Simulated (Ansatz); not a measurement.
Total energies of CH$_{6}$BNO$_{2}$, SMILES `NB(O)CO`.

```xyz
11

N    -0.882   -1.156    0.765
B    -0.366   -0.038    0.087
O    -1.147    1.018   -0.320
C     1.171    0.091   -0.265
O     1.508    1.290   -0.941
H    -0.297   -1.919    1.056
H    -1.849   -1.282    1.009
H    -2.080    0.953   -0.113
H     1.767    0.020    0.657
H     1.480   -0.767   -0.880
H     0.695    1.790   -1.055
```

Total charge 0; spin multiplicity 1. The structure was optimised at the PBE0-D4/def2-TZVP level. It is one conformer, not always the lowest. Basis def2-TZVPP, Ansatz.

RPA on PBE orbitals: Hartree–Fock energy of these orbitals -270.38423 Eh, correlation -1.51991 Eh (frozen core).

```json
{"functional": "LDA (SPW92)", "energy without D4 (Eh)": "-269.79483", "D4 term (kJ/mol)": "–"}
{"functional": "PBE", "energy without D4 (Eh)": "-271.65543", "D4 term (kJ/mol)": "-16.6"}
{"functional": "revPBE", "energy without D4 (Eh)": "-271.88810", "D4 term (kJ/mol)": "-58.4"}
{"functional": "BLYP", "energy without D4 (Eh)": "-271.90034", "D4 term (kJ/mol)": "-37.5"}
{"functional": "r2SCAN", "energy without D4 (Eh)": "-271.83242", "D4 term (kJ/mol)": "-4.2"}
{"functional": "B97M-V", "energy without D4 (Eh)": "-271.93324", "D4 term (kJ/mol)": "–"}
{"functional": "PBE0", "energy without D4 (Eh)": "-271.67154", "D4 term (kJ/mol)": "-13.8"}
{"functional": "B3LYP", "energy without D4 (Eh)": "-271.98973", "D4 term (kJ/mol)": "-26.5"}
{"functional": "r2SCANh", "energy without D4 (Eh)": "-271.81863", "D4 term (kJ/mol)": "-4.4"}
{"functional": "r2SCAN0", "energy without D4 (Eh)": "-271.79898", "D4 term (kJ/mol)": "-4.8"}
{"functional": "HSE06 (plane-wave form)", "energy without D4 (Eh)": "-271.65783", "D4 term (kJ/mol)": "-12.7"}
{"functional": "BHLYP", "energy without D4 (Eh)": "-271.83721", "D4 term (kJ/mol)": "-18.1"}
{"functional": "CAM-B3LYP", "energy without D4 (Eh)": "-271.87277", "D4 term (kJ/mol)": "-13.7"}
{"functional": "LC-ωPBE", "energy without D4 (Eh)": "-271.81634", "D4 term (kJ/mol)": "–"}
{"functional": "ωB97X-V", "energy without D4 (Eh)": "-271.89252", "D4 term (kJ/mol)": "–"}
{"functional": "ωB97M-V", "energy without D4 (Eh)": "-271.88058", "D4 term (kJ/mol)": "–"}
{"functional": "B2PLYP", "energy without D4 (Eh)": "-271.77735", "D4 term (kJ/mol)": "–"}
{"functional": "PBE-QIDH", "energy without D4 (Eh)": "-271.63536", "D4 term (kJ/mol)": "–"}
```

B3LYP takes the VWN-RPA correlation (the form of Gaussian; ORCA's B3LYP/G). HSE06 is the plane-wave form, built on full-range PBE exchange. The double hybrids freeze the cores in their second-order part.

LC-ωPBE has ω = 0.4 bohr⁻¹.
